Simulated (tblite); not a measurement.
Species: C3H10BrFSi2.
Atom-mapped SMILES: `[F:1][CH2:2][CH2:3][C:4]([SiH3:5])([SiH3:6])[Br:7]` (hydrogens: H8, H9 on C2; H10, H11 on C3; H12, H13, H14 on Si5; H15, H16, H17 on Si6)

Computed with GFN2-xTB (tblite), gas phase: L-BFGS steps from a force-field or distance-geometry start until the largest atomic force falls under 0.01 eV/Å.

Step 11: E = -647.4460 eV
```
atom  x, y, z in Å  |  force x, y, z in eV/Å
F1     -0.8507   -0.9711   -2.0866   -0.022   0.040   0.007
C2     -1.5486   -0.0522   -1.3383    0.007   0.005   0.044
C3     -1.2843   -0.2439    0.1437    0.038  -0.002   0.108
C4      0.1609   -0.0450    0.5625    0.156   0.001  -0.027
Si5     0.8902    1.7033    0.3116    0.019  -0.031   0.003
Si6     1.4092   -1.3777   -0.0277    0.026   0.010  -0.009
Br7     0.1403   -0.2726    2.5528    0.041   0.017   0.030
H8     -2.6126   -0.2132   -1.5482    0.053   0.008  -0.070
H9     -1.2448    0.9433   -1.6786    0.030  -0.051  -0.032
H10    -1.6066   -1.2479    0.4303   -0.047  -0.096  -0.027
H11    -1.9172    0.4673    0.6778   -0.123   0.073   0.016
H12     2.1833    1.7078    0.9840    0.019   0.043   0.043
H13     1.0889    1.8934   -1.1245   -0.045   0.084  -0.029
H14    -0.0054    2.6976    0.8962   -0.067  -0.015  -0.018
H15     2.6024   -1.1725    0.7945    0.004  -0.044   0.010
H16     0.8512   -2.7036    0.2138   -0.071   0.026  -0.010
H17     1.7367   -1.1010   -1.4202   -0.017  -0.069  -0.039
```

Step 12: E = -647.4492 eV
```
atom  x, y, z in Å  |  force x, y, z in eV/Å
F1     -0.8468   -0.9718   -2.0865   -0.032   0.043   0.012
C2     -1.5444   -0.0528   -1.3381    0.011   0.005   0.077
C3     -1.2818   -0.2455    0.1455    0.044   0.013   0.096
C4      0.1651   -0.0447    0.5618    0.086   0.002  -0.034
Si5     0.8869    1.7053    0.3097    0.012  -0.054   0.018
Si6     1.4074   -1.3797   -0.0305   -0.008   0.034   0.008
Br7     0.1509   -0.2701    2.5525    0.031   0.016   0.024
H8     -2.6085   -0.2097   -1.5492    0.047  -0.010  -0.071
H9     -1.2398    0.9429   -1.6778    0.037  -0.055  -0.024
H10    -1.6020   -1.2516    0.4328   -0.048  -0.037  -0.039
H11    -1.9144    0.4694    0.6778   -0.104   0.024   0.006
H12     2.1753    1.7095    0.9860    0.068   0.050   0.057
H13     1.0851    1.9015   -1.1234   -0.036   0.084  -0.069
H14    -0.0105    2.6943    0.8953   -0.095   0.013  -0.002
H15     2.5937   -1.1767    0.7949    0.080  -0.037   0.041
H16     0.8440   -2.6991    0.2134   -0.095  -0.039  -0.002
H17     1.7329   -1.1091   -1.4213    0.003  -0.053  -0.096
```

Step 13: E = -647.4525 eV
```
atom  x, y, z in Å  |  force x, y, z in eV/Å
F1     -0.8431   -0.9717   -2.0860   -0.029   0.029   0.020
C2     -1.5398   -0.0533   -1.3363    0.013   0.007   0.086
C3     -1.2784   -0.2471    0.1493    0.022   0.025   0.047
C4      0.1707   -0.0445    0.5606   -0.023   0.002  -0.015
Si5     0.8837    1.7068    0.3079    0.012  -0.035   0.025
Si6     1.4055   -1.3814   -0.0336   -0.022   0.025   0.013
Br7     0.1630   -0.2670    2.5527    0.026   0.016   0.012
H8     -2.6032   -0.2062   -1.5516    0.033  -0.024  -0.053
H9     -1.2338    0.9414   -1.6774    0.045  -0.044  -0.006
H10    -1.5979   -1.2561    0.4348   -0.036   0.040  -0.041
H11    -1.9132    0.4719    0.6779   -0.058  -0.042  -0.002
H12     2.1680    1.7124    0.9893    0.099   0.057   0.059
H13     1.0802    1.9120   -1.1233   -0.028   0.076  -0.082
H14    -0.0178    2.6908    0.8942   -0.104   0.021   0.004
H15     2.5859   -1.1821    0.7960    0.138  -0.032   0.057
H16     0.8343   -2.6949    0.2130   -0.108  -0.081   0.004
H17     1.7288   -1.1190   -1.4243    0.019  -0.039  -0.128
```

Problem. Estimate the geometry and energy of step 14. (The exact step hangs on the optimiser's Hessian estimate; all steps are aligned on step 13, rigid shifts and turns removed.)

Solution. E = -647.4562 eV, largest force 0.169 eV/Å
```
atom  x, y, z in Å  |  force x, y, z in eV/Å
F1     -0.8396   -0.9712   -2.0850   -0.012   0.001   0.031
C2     -1.5344   -0.0536   -1.3328    0.011   0.009   0.057
C3     -1.2747   -0.2484    0.1543   -0.020   0.031  -0.022
C4      0.1764   -0.0443    0.5595   -0.121   0.005   0.019
Si5     0.8808    1.7079    0.3064    0.020   0.021   0.022
Si6     1.4034   -1.3829   -0.0369   -0.007  -0.014   0.007
Br7     0.1770   -0.2633    2.5533    0.019   0.014  -0.003
H8     -2.5966   -0.2025   -1.5555    0.014  -0.034  -0.019
H9     -1.2263    0.9389   -1.6771    0.053  -0.018   0.021
H10    -1.5942   -1.2604    0.4361   -0.020   0.108  -0.032
H11    -1.9133    0.4738    0.6779   -0.005  -0.102   0.000
H12     2.1619    1.7171    0.9941    0.100   0.061   0.044
H13     1.0740    1.9254   -1.1246   -0.021   0.060  -0.059
H14    -0.0278    2.6868    0.8927   -0.093   0.010   0.003
H15     2.5800   -1.1890    0.7983    0.159  -0.033   0.047
H16     0.8215   -2.6912    0.2124   -0.104  -0.090   0.005
H17     1.7247   -1.1310   -1.4300    0.028  -0.029  -0.118
```

The energy changes by -0.0037 eV. The first-order estimate −F·Δx gives -0.0050 eV and the mean of the old and new forces, exact on a quadratic surface, -0.0037 eV. The step makes an angle of 69° with the force vector and moves no atom by more than 0.015 Å.

What follows is the cost of the whole relaxation. Hardware: an Arm Neoverse N1 with one thread, shared host with 64 logical CPUs at a one-minute load of 56. Cost: 1.0 s wall.
